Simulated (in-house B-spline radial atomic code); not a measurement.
Orbital energies and mean radii along the 42-electron series, configuration 1s2 2s2 2p6 3s2 3p6 3d10 4s2 4p6 4d3/2(4) 4d5/2(2). The effective charge is n√(-2ε), a non-relativistic measure. Computed with a radial B-spline atomic code at the basis-set limit: Dirac-Hartree-Fock, jj configuration that fills j = l - 1/2 first, finite nuclei.

| ion | Z | energy of 4p1/2 (Eh) | mean radius of 4p1/2 (bohr) | energy of 4p3/2 (Eh) | mean radius of 4p3/2 (bohr) | energy of 4d3/2 (Eh) | mean radius of 4d3/2 (bohr) | energy of 4s1/2 (Eh) | mean radius of 4s1/2 (bohr) | effective charge of 4p1/2 |
| --- | --- | --- | --- | --- | --- | --- | --- | --- | --- | --- |
| Ce16+ | 58 | -21.059 | 0.62726 | -20.001 | 0.64885 | -16.261 | 0.67294 | -23.323 | 0.61529 | 25.96 |
| Pr17+ | 59 | -22.893 | 0.6083 | -21.741 | 0.62986 | -17.853 | 0.64983 | -25.245 | 0.5979 | 27.066 |
| Nd18+ | 60 | -24.799 | 0.59042 | -23.547 | 0.61196 | -19.512 | 0.62834 | -27.24 | 0.58142 | 28.17 |
| Pm19+ | 61 | -26.778 | 0.57353 | -25.418 | 0.59506 | -21.236 | 0.6083 | -29.309 | 0.56578 | 29.273 |
| Sm20+ | 62 | -28.83 | 0.55755 | -27.356 | 0.57909 | -23.026 | 0.58955 | -31.452 | 0.55093 | 30.374 |
| Eu21+ | 63 | -30.957 | 0.54239 | -29.36 | 0.56396 | -24.883 | 0.57197 | -33.67 | 0.53678 | 31.474 |
| Gd22+ | 64 | -33.157 | 0.52799 | -31.43 | 0.5496 | -26.805 | 0.55545 | -35.963 | 0.5233 | 32.573 |
| Tb23+ | 65 | -35.433 | 0.5143 | -33.565 | 0.53596 | -28.792 | 0.53988 | -38.332 | 0.51044 | 33.673 |
| Dy24+ | 66 | -37.783 | 0.50126 | -35.767 | 0.52298 | -30.846 | 0.52519 | -40.777 | 0.49815 | 34.772 |
| Ho25+ | 67 | -40.21 | 0.48882 | -38.035 | 0.51062 | -32.966 | 0.51129 | -43.298 | 0.4864 | 35.871 |
| Er26+ | 68 | -42.712 | 0.47694 | -40.369 | 0.49882 | -35.151 | 0.49812 | -45.897 | 0.47514 | 36.97 |
| Tm27+ | 69 | ? | ? | ? | ? | ? | ? | ? | ? | ? |
| Yb28+ | 70 | -47.949 | 0.4547 | -45.236 | 0.47678 | -39.719 | 0.47375 | -51.328 | 0.45399 | 39.171 |
| Lu29+ | 71 | ? | ? | ? | ? | ? | ? | ? | ? | ? |
| Hf30+ | 72 | ? | ? | ? | ? | ? | ? | ? | ? | ? |
| Ta31+ | 73 | -56.392 | 0.42467 | -53.034 | 0.44711 | -47.068 | 0.44139 | -60.071 | 0.42525 | 42.48 |
| W32+ | 74 | -59.366 | 0.41543 | -55.767 | 0.43801 | -49.65 | 0.43157 | -63.147 | 0.41638 | 43.586 |
| Re33+ | 75 | -62.421 | 0.40654 | -58.566 | 0.42927 | -52.298 | 0.42217 | -66.305 | 0.40783 | 44.693 |
| Os34+ | 76 | -65.559 | 0.39798 | -61.432 | 0.42086 | -55.013 | 0.41317 | -69.546 | 0.39958 | 45.803 |
| Ir35+ | 77 | -68.779 | 0.38972 | -64.365 | 0.41277 | -57.794 | 0.40454 | -72.871 | 0.39161 | 46.914 |

(1) Fill in the row of Tm27+.

(2) Fill in the row of Lu29+.

(3) Fill in the row of Hf30+.

(4) How does the screening of 4p1/2 change?

Results:

(1) energy of 4p1/2 (Eh): -45.292; mean radius of 4p1/2 (bohr): 0.46558; energy of 4p3/2 (Eh): -42.769; mean radius of 4p3/2 (bohr): 0.48755; energy of 4d3/2 (Eh): -37.402; mean radius of 4d3/2 (bohr): 0.48563; energy of 4s1/2 (Eh): -48.573; mean radius of 4s1/2 (bohr): 0.46434; effective charge of 4p1/2: 38.07.

(2) energy of 4p1/2 (Eh): -50.684; mean radius of 4p1/2 (bohr): 0.44428; energy of 4p3/2 (Eh): -47.769; mean radius of 4p3/2 (bohr): 0.46647; energy of 4d3/2 (Eh): -42.103; mean radius of 4d3/2 (bohr): 0.46245; energy of 4s1/2 (Eh): -54.162; mean radius of 4s1/2 (bohr): 0.44403; effective charge of 4p1/2: 40.273.

(3) energy of 4p1/2 (Eh): -53.498; mean radius of 4p1/2 (bohr): 0.43427; energy of 4p3/2 (Eh): -50.368; mean radius of 4p3/2 (bohr): 0.45659; energy of 4d3/2 (Eh): -44.552; mean radius of 4d3/2 (bohr): 0.45167; energy of 4s1/2 (Eh): -57.076; mean radius of 4s1/2 (bohr): 0.43446; effective charge of 4p1/2: 41.376.

(4) Z less the effective charge goes from 32.04 at Z = 58 to 30.09 at Z = 77.
